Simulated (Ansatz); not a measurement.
Task: Name a neutral molecule of B, Cl, N, Si and H with size of the dipole moment (PBE/def2-TZVPP) between 1.10 and 1.40 D and HOMO energy (B3LYP/def2-TZVPP) between -8.30 and -8.00 eV (Ansatz, PBE0-D4/def2-TZVP geometry).

Result: `[SiH3]N([SiH3])BCl` (1.38 D, -8.20 eV). Other molecules can fit too; these were computed, each in one conformer that needn't be the lowest.

B3LYP here is the variant with VWN-RPA as its local correlation; programs differ in this.
